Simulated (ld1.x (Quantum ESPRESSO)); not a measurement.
chlorine (Cl): excitation energies, all-electron against ultrasoft

ld1.x (Quantum ESPRESSO) 7.5 input, shortened:

```
&input
   title='Cl', zed=17., rel=0, dft='REVPBE', iswitch=3,
   config='[Ne] 3s2 3p5'
 /
 &inputp
   pseudotype=3, tm=.true., lloc=-2, rcloc=1.20,
   nlcc=.false.,
   which_augfun='PSQ', rmatch_augfun_nc=.true.
 /
4
3S  1  0   2.00   0.00  0.80  1.10  0.0
3S  1  0   0.00  -1.15  0.80  1.10  0.0
3P  2  1   5.00   0.00  1.05  1.40  0.0
3P  2  1   0.00   0.05  1.05  1.40  0.0
 &test
   configts(1)='3s2 3p5'
 /
```

Energies are relative to the spin-unpolarised reference configuration 3s2 3p5; without spin polarisation the order of configurations can differ from experiment. The frozen-core shift is the all-electron ΔE with the core orbitals held at their reference shape minus the fully relaxed ΔE.

Q: Give the all-electron excitation energy and the error of the potential for: 3s2 3p4; 3s2 3p3; 3s2 3p2; 3s2 3p5.3; 3s2 3p4.5; 3s1 3p6; 3s1 3p5.

A:

| valence configuration | charge | ΔE all-electron (eV) | error AE − PS (meV) | frozen-core shift (meV) |
| --- | --- | --- | --- | --- |
| 3s2 3p4 | +1 | 13.860 | -0.6 | +0.8 |
| 3s2 3p3 | +2 | 39.296 | -1.0 | +6.7 |
| 3s2 3p2 | +3 | 77.587 | -15 | +28 |
| 3s2 3p5.3 | -0.3 | -2.131 | +0.1 | 0.0 |
| 3s2 3p4.5 | +0.5 | 5.574 | -0.2 | +0.1 |
| 3s1 3p6 | 0 | 11.987 | +4.1 | +0.2 |
| 3s1 3p5 | +1 | 26.395 | -1.7 | +1.5 |

Note: ghost state, extra bound levels that the all-electron valence spectrum of the same l lacks: s at -28.0 eV. A true bound ghost makes a file unfit for plane-wave use.
